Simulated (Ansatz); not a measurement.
`[SiH3][SiH2][NH][GeH3]` + HCl → `[SiH3][SiH2]Cl` + `[NH2][GeH3]` at 500 K and 1 bar (ligand exchange at the Si–N bond).

Gas-phase electronic energies from Ansatz, PBE0-D4/def2-TZVP geometries. CCSD(T)/CBS is the MP2 limit (def2-TZVPP, def2-QZVPP) plus CCSD(T) − MP2 in def2-TZVPP, frozen cores. This one scheme is used for every species. For Ge outer-core shells are correlated without core-valence functions, which leaves a few kJ/mol of doubt a bond. Scalar relativity is left out up to krypton. One conformer a species, not always the lowest.

| species | CCSD(T)/CBS energy (Eh) | H − E (kJ/mol) | S (J/(mol·K)) |
| --- | --- | --- | --- |
| `[SiH3][SiH2][NH][GeH3]` | -2714.39913 | 272.8 | 488.4 |
| HCl | -460.38127 | 32.5 | 201.9 |
| `[SiH3][SiH2]Cl` | -1040.97629 | 152.8 | 377.4 |
| `[NH2][GeH3]` | -2133.81884 | 158.0 | 315.9 |

H − E and S are ideal-gas, rigid-rotor, harmonic terms from PBE0-D4/def2-TZVP, for one conformer and one mirror image of each species. 1 Eh = 2625.50 kJ/mol, R = 8.31446 J/(mol·K).

**Question.** By hand: ΔE, ΔH, ΔS and ΔG.

**Answer.** ΔE = (-1040.97629) + (-2133.81884) − (-2714.39913) − (-460.38127) = -0.01473 Eh = -38.7 kJ/mol. Δ(H − E) = 152.8 + 158.0 − 272.8 − 32.5 = 5.5, so ΔH = -33.2 kJ/mol. ΔS = 377.4 + 315.9 − 488.4 − 201.9 = 3.0 J/(mol·K). ΔG = -33.2 − 500 × (3.0)/1000 = -34.7 kJ/mol.

**Question.** By hand: the equilibrium constant, and the temperature at which ΔG would vanish if ΔH and ΔS stayed fixed.

**Answer.** log₁₀ K = −ΔG/(RT ln 10) = 3.6. ΔH and −TΔS have one sign here, so there is no such temperature.

The number of gas molecules stays the same, so ΔS is small and ΔH decides. A doubt of 5 kJ/mol in ΔE shifts log₁₀ K by 0.5 here. Other conformers and mirror images would add mixing entropy, several J/(mol·K) or more a flexible species. Modes under 60 cm⁻¹, often nearly free rotors, make the harmonic entropy too high. These are equilibria of isolated gas molecules and say nothing of rates. Largest T1 diagnostic: 0.012 (customary marks: 0.02 for closed shells, 0.045 for open ones).

ΔS is within the doubt of such terms, so its sign, and with it that verdict, could turn.
